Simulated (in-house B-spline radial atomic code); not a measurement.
Two electrons outside the 1s2 core: the neon ion Ne⁶⁺

Computed with an all-electron radial atomic-structure program (B-spline basis): configuration interaction (CI) of the two valence electrons in the field of the frozen Dirac-Fock core, alone and with many-body perturbation theory for the core (screened one- and two-electron correlation potentials), Breit and QED terms; no-pair Dirac Hamiltonian, finite nucleus. Labels give the configuration (outer n counted up each series) and the leading LS term, or the jj pair where no LS term holds 70 %.

Excitation energies (eV):

| level | purity of the LS term | CI alone | CI + MBPT + Breit + QED | Landé g of the LS mixture |
| --- | --- | --- | --- | --- |
| 2s2 1S0 | 1.0 | 0 | 0 | - |
| 2s2p 3P°0 | 1.0 | 13.889 | 13.784 | - |
| 2s2p 3P°1 | 1.0 | 13.956 | 13.84 | 1.50 |
| 2s2p 3P°2 | 1.0 | 14.091 | 13.961 | 1.50 |
| 2s2p 1P°1 | 1.0 | 26.948 | 26.671 | 1.00 |
| 2p2 3P0 | 1.0 | 36.214 | 35.862 | - |
| 2p2 3P1 | 1.0 | 36.283 | 35.925 | 1.50 |
| 2p2 3P2 | 0.999 | 36.412 | 36.032 | 1.50 |
| 2p2 1D2 | 0.999 | 39.718 | 39.391 | 1.00 |
| 2p2 1S0 | 1.0 | 49.086 | 48.782 | - |
| 2s3s 3S1 | 1.0 | 121.27 | 121.28 | 2.00 |
| 2s3s 1S0 | 1.0 | 123.73 | 123.75 | - |
| 2s3p 1P°1 | 0.996 | 127.18 | 127.15 | 1.00 |
| 2s3p 3P°0 | 1.0 | 127.5 | 127.49 | - |
| 2s3p 3P°1 | 0.996 | ? | ? | ? |
| 2s3p 3P°2 | 1.0 | 127.55 | 127.53 | 1.50 |
| 2s3d 3D1 | 1.0 | ? | ? | ? |
| 2s3d 3D2 | 1.0 | 130.69 | 130.7 | 1.17 |
| 2s3d 3D3 | 1.0 | 130.7 | 130.71 | 1.33 |
| 2s3d 1D2 | 1.0 | 132.89 | 132.89 | 1.00 |

Question: Where does 2s3p 3P°1 lie?

Answer: 127.52 eV in CI alone and 127.5 eV with all corrections; g = 1.50.

Question: Where does 2s3d 3D1 lie?

Answer: 130.69 eV in CI alone and 130.7 eV with all corrections; g = 0.50.

Question: What is the first ionisation energy?

Answer: 207.25 eV to the 2s1/2 state of the next ion (207.23 eV from CI alone). NIST lists 207.271 ± 0.012 eV (measured).

Some electric-dipole lines (reduced elements in atomic units, length form; vacuum wavelengths from the computed energies):

| upper | lower | D bare (size) | D with core polarisation (size) | λ (nm) | A (s⁻¹) |
| --- | --- | --- | --- | --- | --- |
| 2s2p 3P°1 | 2s2 1S0 | 0.00442 | 0.0044 | 89.586 | 1.8e+04 |
| 2s2p 1P°1 | 2s2 1S0 | 0.774 | 0.771 | 46.486 | 4e+09 |
| 2p2 3P0 | 2s2p 3P°1 | 0.523 | 0.521 | 56.299 | 3.1e+09 |
| 2p2 3P1 | 2s2p 3P°0 | 0.524 | 0.521 | 55.999 | 1e+09 |
| 2p2 3P1 | 2s2p 3P°1 | 0.453 | 0.451 | 56.139 | 7.8e+08 |
| 2p2 3P2 | 2s2p 3P°1 | 0.586 | 0.583 | 55.868 | 7.9e+08 |
| 2p2 1D2 | 2s2p 3P°1 | 0.00702 | 0.00699 | 48.523 | 1.7e+05 |
| 2p2 1S0 | 2s2p 3P°1 | 0.00214 | 0.00213 | 35.482 | 2.1e+05 |
| 2s3s 3S1 | 2s2p 3P°0 | 0.118 | 0.119 | 11.534 | 6.2e+09 |
| 2s3s 3S1 | 2s2p 3P°1 | 0.205 | 0.206 | 11.54 | 1.9e+10 |

Weak lines are less accurate than strong ones.
